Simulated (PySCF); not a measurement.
F₃H₃O₂Zr, SMILES [OH][Zr](<-[OH2])([F])([F])[F], multiplicity 1.

Geometry: B3LYP-D3(BJ)/def2-SVP. The multiplicity is an assumed one; no other spin state was optimised. The structure was generated by enumeration; whether it is a known compound was not checked. The def2 effective core potentials stand for the cores of Zr; spin–orbit coupling is left out. Other conformers were not sampled.

All values below come from TDDFT-PBE/def2-SVPD (PySCF).

Vertical excitations. Gas-phase values at a fixed geometry. State labels are in the subgroup Cs.

```csv
state,symmetry,energy (eV),λ (nm),f,main pairs
S1,A",6.51,190,0.001,HOMO→LUMO 91 %
S2,A',6.55,189,0.002,"HOMO−1→LUMO 82 %, HOMO−1→LUMO+2 13 %"
S3,A",6.58,188,0.002,"HOMO−1→LUMO+1 73 %, HOMO→LUMO+2 20 %"
S4,A',6.68,186,0.005,"HOMO−1→LUMO+2 50 %, HOMO→LUMO+1 47 %"
S5,A",6.68,185,0.000,"HOMO→LUMO+2 79 %, HOMO−1→LUMO+1 18 %"
S6,A',7.18,173,0.059,"HOMO→LUMO+1 30 %, HOMO−1→LUMO+2 25 %, HOMO→LUMO+4 17 %, HOMO−1→LUMO+5 15 %"
S7,A',7.46,166,0.011,HOMO−2→LUMO 98 %
S8,A",7.47,166,0.000,HOMO−2→LUMO+1 91 %
S9,A',7.54,164,0.024,HOMO−1→LUMO+3 97 %
S10,A",7.54,164,0.029,HOMO→LUMO+3 92 %
T1,A',6.19,200,0,"HOMO→LUMO+1 64 %, HOMO−1→LUMO 18 %, HOMO−1→LUMO+2 14 %"
T2,A',6.33,196,0,"HOMO−1→LUMO 46 %, HOMO→LUMO+1 33 %, HOMO−1→LUMO+2 20 %"
T3,A",6.33,196,0,"HOMO−1→LUMO+1 53 %, HOMO→LUMO 32 %, HOMO→LUMO+2 14 %"
T4,A",6.49,191,0,"HOMO→LUMO 67 %, HOMO−1→LUMO+1 30 %"
```
Triplets are in the Tamm–Dancoff approximation, which puts them higher than full response would, so one can lie above its singlet here.
